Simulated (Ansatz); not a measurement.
Nb₂O₂⁺. Charge 1, multiplicity 2. Geometry r2SCAN-D4/def2-TZVP; atoms count from 1.

```tsv
atom	x (Å)	y (Å)	z (Å)
Nb1	0.147	-1.285	-0.417
Nb2	1.187	0.352	0.561
O3	-0.900	0.232	0.568
O4	-0.434	0.701	-0.711
```

In the def2 sets Nb takes a core potential; there is no spin–orbit coupling. The structure holds 1 bond(s) between oxygen atoms. Another isomer (doublet) lies 3.09 eV lower at PBE0-D4/def2-TZVP; other spin states weren't run for this one.

(1) Estimate the Mulliken populations from the PBE0/def2-TZVP orbitals of Ansatz.

(2) Where does the spin sit?

(3) And the Mayer bond orders between heavy atoms (over 0.3)?

## Answers

(1) 
```tsv
atom	charge (e)	spin (α − β)	d electrons
Nb1	0.79	0.20	3.54
Nb2	0.79	0.84	3.56
O3	-0.29	-0.02	–
O4	-0.29	-0.02	–
```
Mulliken values depend strongly on the basis.

(2) Summed by element: Nb 1.03, O -0.03, of 1 unpaired in all. Largest on single atoms: Nb2 0.84, Nb1 0.20, O3 -0.02.

(3) Nb1–Nb2 3.44 (2.17 Å); Nb1–O3 0.59 (2.09 Å); Nb1–O4 0.59 (2.09 Å); Nb2–O3 0.57 (2.09 Å); Nb2–O4 0.57 (2.09 Å); O3–O4 0.85 (1.44 Å).
